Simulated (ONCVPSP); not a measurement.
## Scattering properties, ONCV potential for aluminium (Al)

aluminium (Al), optimised norm-conserving Vanderbilt (ONCV), made with ONCVPSP 4.0.1 (PBE, scalar-relativistic). Core [Ne], reference 3s2 3p1. Waves: 3s: rc 2.05 bohr, ncon 5, nbas 8, qcut 2.8 1/bohr, 2 projectors, debl 3 Ha; 3p: rc 2.55 bohr, ncon 5, nbas 9, qcut 2.6 1/bohr, 2 projectors, debl 0.3 Ha. Local part: polynomial inside 1.95 bohr (lpopt 2, dvloc0 1 Ha). Core correction: Teter function fitted to the true core (icmod 2), fcfact 0.5.

The phase is arctan(r·R′/R) of the radial function R(r), unwrapped; energies in Ha, scanned from -2 to 5 Ha. A pole is an energy at which the radial function vanishes at the test radius. The pseudo phase is shifted by a multiple of π to meet the all-electron one at the reference energy, and phase errors are pseudo minus all-electron; the curves can meet again beyond the range given. Levels narrower than the energy grid can be missing from the lists of poles.

Task: For each channel, where are the poles, and over which energies does the pseudopotential scatter like the atom?

Result:

| channel | radius (bohr) | reference energy (Ha) | poles, all-electron | poles, pseudo | unbroken range about the reference energy with phases within 0.05 rad | phase error 1 Ha above the reference energy (rad) |
| --- | --- | --- | --- | --- | --- | --- |
| s | 2.08 | -0.28 | 1.25 | 1.25 | below 3.5 | -0.001 |
| p | 2.58 | -0.10 | 0.78, 4.20 | 0.78, 3.76 | below 1.8 | -0.001 |

Phases in the p channel:

```json
{"E (Ha)": "-1.98", "all-electron": "1.306", "pseudo": "1.305"}
{"E (Ha)": "-1.62", "all-electron": "1.262", "pseudo": "1.261"}
{"E (Ha)": "-1.26", "all-electron": "1.191", "pseudo": "1.190"}
{"E (Ha)": "-0.90", "all-electron": "1.053", "pseudo": "1.052"}
{"E (Ha)": "-0.54", "all-electron": "0.678", "pseudo": "0.678"}
{"E (Ha)": "-0.18", "all-electron": "-0.498", "pseudo": "-0.498"}
{"E (Ha)": "0.18", "all-electron": "-1.244", "pseudo": "-1.244"}
{"E (Ha)": "0.54", "all-electron": "-1.480", "pseudo": "-1.480"}
{"E (Ha)": "0.90", "all-electron": "-1.608", "pseudo": "-1.609"}
{"E (Ha)": "1.26", "all-electron": "-1.728", "pseudo": "-1.731"}
{"E (Ha)": "1.62", "all-electron": "-1.922", "pseudo": "-1.943"}
{"E (Ha)": "1.98", "all-electron": "-2.612", "pseudo": "-2.837"}
{"E (Ha)": "2.34", "all-electron": "-4.070", "pseudo": "-4.214"}
{"E (Ha)": "2.70", "all-electron": "-4.435", "pseudo": "-4.496"}
{"E (Ha)": "3.06", "all-electron": "-4.559", "pseudo": "-4.603"}
{"E (Ha)": "3.42", "all-electron": "-4.625", "pseudo": "-4.666"}
{"E (Ha)": "3.78", "all-electron": "-4.670", "pseudo": "-4.715"}
{"E (Ha)": "4.14", "all-electron": "-4.706", "pseudo": "-4.763"}
{"E (Ha)": "4.50", "all-electron": "-4.740", "pseudo": "-4.822"}
{"E (Ha)": "4.86", "all-electron": "-4.777", "pseudo": "-4.922"}
```
